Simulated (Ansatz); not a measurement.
KSi$_{2}$H$_{6}$ (charge +1), singlet: a pair in one relaxed arrangement.

The input file, in.yaml:

```yaml
crystal:
  periodic: [false, false, false]
  atoms:
    - {symbol: K, position_ang: [-0.540492, 0.311998, -4.227386]}
    - {symbol: Si, position_ang: [-0.399479, -0.304258, 1.619321]}
    - {symbol: Si, position_ang: [0.539247, 0.216277, -0.459983]}
    - {symbol: H, position_ang: [-1.811055, -0.698419, 1.384671]}
    - {symbol: H, position_ang: [0.368621, -1.427544, 2.206846]}
    - {symbol: H, position_ang: [-0.326853, 0.903471, 2.475470]}
    - {symbol: H, position_ang: [-0.235216, 1.303195, -1.152210]}
    - {symbol: H, position_ang: [0.444893, -0.947782, -1.406945]}
    - {symbol: H, position_ang: [1.960332, 0.643163, -0.439783]}
basis:
  gaussian: {orbitals: def2-SVP}
total_charge: 1
hamiltonian: {xc: pbe0, dispersion: d4}
```

Run by:

```bash
ansatz run in.yaml --threads 4 --pin off --events-out ev --progress --plain --max-ram 9574MiB
```

What Ansatz 0.2.0 printed:

```
Functional definition: PBE0
  name "PBE0"
  cite "Adamo & Barone, J. Chem. Phys. 110, 6158 (1999) doi:10.1063/1.478522"
  cite "Perdew, Burke & Ernzerhof, Phys. Rev. Lett. 77, 3865 (1996) doi:10.1103/PhysRevLett.77.3865"
  parent pbe
  parameter a = 0.25
  parameter kappa = 0.804
  parameter beta = 0.06672455060314922
  exchange = (1 - a)*pbe_x(kappa = kappa, mu = beta*pi^2/3) + a*exact_x
  correlation = pbe_c(beta = beta)
871 factors; integrals over basis functions are off by at most 1.2e-3 eV
mean field evaluation 1: about -32152.7639 eV, gradient 1.7e1 eV
mean field evaluation 2: about -32153.7025 eV, gradient 1.1e1 eV
mean field evaluation 4: about -32154.1650 eV, gradient 2.3e-1 eV
mean field evaluation 8: about -32154.1883 eV, gradient 5.9e-3 eV
mean field -32154.18834910 eV, -1181.6446269377 hartree, gradient 2.8e-5 eV, S^2 0.000000; 0 other end points of the search recorded, 0 dependent functions left out
reference -32154.18839332 eV, -1181.6446285629 hartree; 26, 26 occupied and 64, 64 virtual orbitals, 871 factors
Total energy: -32154.38862358 eV, -1181.6519868892 hartree
```

Hardware: 4 CPU threads of an Arm Neoverse V1, shared host. Wall time about 0.95 s.
